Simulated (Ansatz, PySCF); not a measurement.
Stepwise substitution at one centre (Ga Cl-SiH3). Gas-phase values, no solvent. Strings in code marks are SMILES.

Quantity: redistribution energy (mixed species minus the weighted end members), in kJ/mol.

Level 1: frozen-core CCSD(T)/cc-pVTZ // ωB97X-D3(BJ)/def2-TZVP (Ansatz, a first-principles code)
Level 2: PBE-D3(BJ)/def2-TZVP // ωB97X-D3(BJ)/def2-TZVP (PySCF)
Level 3: B3LYP/LANL2DZ // ωB97X-D3(BJ)/def2-TZVP (PySCF)
Level 4: PBE/6-31G* // ωB97X-D3(BJ)/def2-TZVP (PySCF)

```csv
species,level 1,level 2,level 3,level 4
1 of 3 Cl replaced by SiH3: `[SiH3][Ga]([Cl])[Cl]`,-20.51,-25.04,-36.13,-29.39
2 of 3 Cl replaced by SiH3: `[SiH3][Ga]([SiH3])[Cl]`,-13.31,-17.97,-29.80,-22.40
```
